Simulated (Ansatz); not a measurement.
Geometry optimisation, Ansatz 0.2.0, RKS PBE/def2-SVP.

Input file:

```yaml
crystal:
  periodic: [false, false, false]
  atoms:
    - { symbol: O, position_ang: [-0.1038, -0.7995, 0.6077] }
    - { symbol: Ge, position_ang: [0.328, 0.5436, -0.5331] }
    - { symbol: H, position_ang: [0.6289, -1.3076, 0.6848] }
    - { symbol: H, position_ang: [1.73802, 0.46868, -1.03793] }
basis:
  gaussian: { orbitals: def2-SVP }
hamiltonian:
  xc: pbe
relax:
  f_tol: 0.015
  max_steps: 40
```

Run as:

```bash
$ ansatz run input.yaml --threads 1 --pin off --max-ram 2048MiB --backend cpu --events-out ev --progress --plain --runs-dir out
```

Where does it end, and by what steps?

The run converged. After 3 steps the energy has fallen by 0.629 eV; H4 moved furthest, 0.20 Å.

| step | energy less start (eV) | largest force component (eV/Å) | accepted |
| --- | --- | --- | --- |
| 0 | 0.0000 | 4.211 | yes |
| 1 | -0.6175 | 0.783 | yes |
| 2 | -0.6267 | 0.292 | yes |
| 3 | -0.6285 | 0.013 | yes |

```xyz
4
Properties=species:S:1:pos:R:3
O -0.065 -0.753 0.559
Ge 0.180 0.657 -0.556
H 0.736 -1.306 0.641
H 1.740 0.307 -0.922
```

Whether the end is a true minimum wasn't checked by a vibrational analysis.

The run took 7.7 s on 1 thread of Intel(R) Xeon(R) Processor @ 2.50GHz (Skylake/Cascade Lake), on a shared host, peak memory 0.11 GiB.
